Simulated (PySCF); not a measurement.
Löwdin shares of the frontier orbitals

Species: C₆H₈Si.
Numbering: `[CH2:1]=[C:2]=[CH:3][CH2:4][C:5]#[C:6][SiH3:7]` (hydrogens: H8, H9 on C1; H10 on C3; H11, H12 on C4; H13, H14, H15 on Si7)

Geometry (GFN2-xTB, Å), atoms numbered from 1 in this order:
```
atom  x, y, z in Å
C1    -3.593   -0.105    0.454
C2    -2.517   -0.137   -0.265
C3    -1.437   -0.197   -0.978
C4    -0.311   -1.167   -0.708
C5     0.922   -0.448   -0.452
C6     1.932    0.182   -0.257
Si7    3.491    1.118    0.041
H8    -4.461   -0.697    0.210
H9    -3.672    0.525    1.325
H10   -1.286    0.479   -1.810
H11   -0.168   -1.812   -1.583
H12   -0.556   -1.796    0.153
H13    4.386    0.288    0.853
H14    4.106    1.415   -1.256
H15    3.161    2.360    0.745
```

Computed, not measured: TDDFT CAM-B3LYP/def2-SVPD, vertical, gas phase, core orbitals frozen in the response in PySCF.

Kohn–Sham orbitals with the atoms that hold most of them (Löwdin shares over 4%, at most four atoms; ? is withheld):

```tsv
orbital	ε (eV)	atoms
LUMO+2	1.37	Si7 27%, C6 17%, C5 14%, H13 6%
LUMO+1	1.04	Si7 16%, C6 14%, C5 13%, C2 12%
LUMO	?	C1 17%, C2 16%, Si7 12%, C5 11%
HOMO	-8.79	?
HOMO-1	-8.96	?
HOMO-2	-9.24	C6 20%, C5 20%, C2 15%, C3 14%
HOMO-3	-9.55	C2 21%, C1 21%, C5 17%, C6 16%
```

Problem. Give the leading atoms of the HOMO-1.

Solution. C6 (bonded to C and Si) 25%; C5 (bonded to 2 C) 22%; C2 (bonded to 2 C) 12%; C1 (bonded to C and 2 H) 12%.

Problem. Give the leading atoms of the HOMO.

Solution. C3 (bonded to 2 C and H) 22%; C2 (bonded to 2 C) 21%; C6 (bonded to C and Si) 17%; C5 (bonded to 2 C) 16%.

Problem. What is the LUMO energy, and the HOMO–LUMO gap?

Solution. ε(LUMO) = 0.97 eV; the gap is 9.76 eV (0.3587 hartree).

Problem. How does S1 compare with the orbital gap of 9.76 eV?

Solution. S1 is at 5.86 eV (f = 0.0027), 3.90 eV below the gap, made of HOMO→LUMO (46%), HOMO-2→LUMO (9%). 

Next come S2 at 6.02 eV (f 0.0004), HOMO-1→LUMO+1 (28%), HOMO-2→LUMO+1 (11%), HOMO-1→LUMO+2 (11%); S3 at 6.26 eV (f 0.017), HOMO→LUMO+1 (22%), HOMO-1→LUMO+2 (15%), HOMO-2→LUMO (10%); S4 at 6.29 eV (f 0.0015), HOMO→LUMO+2 (24%), HOMO-3→LUMO+2 (13%), HOMO-1→LUMO+1 (10%); S5 at 6.42 eV (f 0.0003), HOMO-3→LUMO+1 (18%), HOMO-1→LUMO+4 (14%), HOMO-3→LUMO+4 (10%).

Löwdin shares depend on the basis, the more so with diffuse functions.

One conformer stands for the species.
